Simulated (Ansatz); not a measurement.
Ansatz results at the PBE0-D4/def2-TZVP geometry: LUMO energy (PBE0/def2-TZVPP) -0.70 eV; LUMO energy (ωB97M-V/def2-TZVPP) 0.53 eV; HOMO–LUMO gap (B3LYP/def2-TZVPP) 6.12 eV.

Task: Which molecule gave them?
A. `[Cl][Mg]1234[C@H]5[C@@H]1[C@@H]2[C@@H]3[C@H]54`
B. `C[O][Ti]1234([F])([N](C)C)[C@@H]5[C@H]1[C@H]2[C@@]3([SiH3])[C@@H]54`
C. `C[O][Ti]12345678([F])([C@@H]9[C@H]1[C@H]2[C@@]3(C)[C@@H]94)[C@@H]1[C@H]5[C@H]6[C@@]7(C)[C@@H]18`
D. `C[O][Hf]1234([OH])([OH])[C@@H]5[C@H]1[C@H]2[C@@]3([SiH3])[C@@H]54`

Result: A. The others give `C[O][Ti]1234([F])([N](C)C)[C@@H]5[C@H]1[C@H]2[C@@]3([SiH3])[C@@H]54`: -1.57, 0.56, 4.32; `C[O][Hf]1234([OH])([OH])[C@@H]5[C@H]1[C@H]2[C@@]3([SiH3])[C@@H]54`: -0.17, 1.22, 6.53; `C[O][Ti]12345678([F])([C@@H]9[C@H]1[C@H]2[C@@]3(C)[C@@H]94)[C@@H]1[C@H]5[C@H]6[C@@]7(C)[C@@H]18`: -1.40, 0.73, 4.35.

B3LYP here is the variant with VWN-RPA as its local correlation; programs differ in this.
